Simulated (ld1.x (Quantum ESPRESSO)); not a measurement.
## Reading a pseudo-wave (B (Z = 5))

Columns: radius, all-electron u(r) and pseudo u(r) of the 2p shell (level -25.49 eV) of boron in the configuration [He] 2s1 2p0; PBE, scalar-relativistic, TM scheme, ld1.x (Quantum ESPRESSO) 7.5.

```
r (bohr)  all-electron  pseudo
   0.148        0.0790  0.0275
   0.295        0.2289  0.1054
   0.443        0.3850  0.2239
   0.590        0.5195  0.3650
   0.738        0.6248  0.5111
   0.885        0.6980  0.6415
   1.033        0.7451  0.7429
   1.180        0.7679  0.8055
   1.328        0.7690  0.8289
   1.475        0.7522  0.8178
   1.623        0.7215  0.7805
   1.770        0.6814  0.7274
   1.918        0.6349  0.6662
   2.065        0.5855  0.6042
   2.213        0.5349  0.5443
   2.360        0.4853  0.4891
   2.508        0.4370  0.4382
   2.655        0.3916  0.3918
   2.802        0.3491  0.3491
   2.950        0.3094  0.3094
   3.098        0.2730  0.2730
   3.245        0.2401  0.2401
   3.393        0.2102  0.2102
   3.540        0.1835  0.1835
   3.688        0.1596  0.1596
   3.835        0.1385  0.1385
```

(1) How many radial nodes do the two functions have?

(2) At about which radius was the pseudo-wave matched?

(3) Is the pseudo-wave norm-conserving?

## Answers

(1) The all-electron 2p function has n − l − 1 = 0; the pseudo-wave has 0.

(2) 2.95 bohr. The columns agree to 0.0005 from 2.65 bohr on; several derivatives are matched, so the curves merge somewhat inside the radius.

(3) Yes: the TM scheme keeps the norm inside the radius equal to the all-electron one, which fixes the energy derivative of the logarithmic derivative at the level.
